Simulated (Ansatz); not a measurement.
`[SiH3][GaH][O][SbH2]` at its PBE0-D4/def2-TZVP geometry, where that method's forces vanish. Charge 0, multiplicity 1. Sb takes the def2 core potential.

```xyz
10

Si   -0.5443   -1.4821   -0.3524
Ga    1.5091   -0.2421   -0.0662
O     1.3662    1.5230    0.2109
Sb   -0.2301    2.6408    0.3521
H    -0.2737   -2.9464   -0.3670
H    -1.5013   -1.1941    0.7502
H    -1.1958   -1.1224   -1.6421
H     2.9988   -0.7296   -0.0948
H    -0.8547    1.9237    1.7896
H    -1.2742    1.6292   -0.5804
```

Question: What forces (eV/Å) does PBE-D4/def2-TZVPP give on these atoms in Ansatz? (An estimate is asked.)

Answer: Ansatz gave: 
```
Si1  0.086  0.060  0.017
Ga2 -0.030 -0.423 -0.069
O3   0.554  0.083  0.033
Sb4 -0.291  0.617 -0.042
H5   0.027 -0.144 -0.003
H6  -0.100  0.027  0.105
H7  -0.072  0.034 -0.127
H8   0.098 -0.001  0.001
H9  -0.107 -0.108  0.190
H10 -0.164 -0.144 -0.106
```
